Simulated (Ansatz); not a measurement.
Reactions of C8H18, SMILES `CCCCC(C)CC`.

Computed with Ansatz on PBE0-D4/def2-TZVP structures; ΔE is electronic, products minus reactants. CCSD(T)/CBS adds triple-zeta CCSD(T) − MP2 to the extrapolated MP2 energy (def2 sets, frozen cores). This one scheme is used for every species. Triplets are unrestricted, without spin–orbit coupling. For Br, Mg, Se outer-core shells are correlated without core-valence functions, which leaves a few kJ/mol of doubt a bond. Scalar relativity is left out up to krypton. Each species was taken in one conformer, which may not be the lowest.

```tsv
reaction	MP2/CBS(def2) (kcal/mol)
`CCCCC(C)CC` + CH₃OH → `CCCCOC` + `CCCC`	8.6
`CCCCC(C)CC` → `CCCCC(C)C` + `[CH2]` (triplet)	106.4
`CCCCC(C)CC` + HBr → `CCCCBr` + `CCCC`	1.7
`CCCCC(C)CC` → `CCCC(CC)CC`	0.6
`CCCCC(C)CC` + H₂ → `CCCCC(C)C` + CH₄	-16.1
`CCCCC(C)CC` + H₂ → `CCC(C)CC` + `CC`	-12.4
`CCCCC(C)CC` + H₂S → `CCS` + `CCC(C)CC`	2.5
`CCCCC(C)CC` → `CCCCCCC` + `[CH2]` (triplet)	108.4
`CCCCC(C)CC` + `OC(O)[SeH]` → `COC(O)[SeH]` + `CCCCC(C)C`	10.0
`CCCCC(C)CC` + `[OH][Mg][SH]` → `C[S][Mg][OH]` + `CCCC(C)CC`	7.5
```

(1) Give the CCSD(T)/CBS values in the same order. (An estimate is asked.)

Largest T1 diagnostic: 0.011, for `[CH2]` (triplet).

Answers

(1) Ansatz gave: 7.1, 103.2, 1.7, 0.6, -17.0, -13.5, 2.8, 104.8, 8.9, 7.7 kcal/mol.
